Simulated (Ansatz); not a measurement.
`N#[C][Al]([Cl])[Cl]`. Charge 0, multiplicity 1.

```csv
atom,x (Å),y (Å),z (Å)
N1,1.831,1.622,0.307
C2,0.974,0.864,0.163
Al3,-0.445,-0.394,-0.075
Cl4,-2.247,0.274,-0.822
Cl5,-0.114,-2.367,0.427
```

Question: Give the diagnostics of a CCSD(T)/def2-TZVPP run (frozen core, Ansatz 0.2.0). (Best estimate.)

Answer: The calculation gave: T1 = 0.0112, largest single amplitude 0.018, largest double 0.046, (T) share of the correlation energy 4.6 %, 9 CCSD cycles. The RHF solution is stable towards an unrestricted one. T1 lies under the customary mark of 0.02 for closed shells.
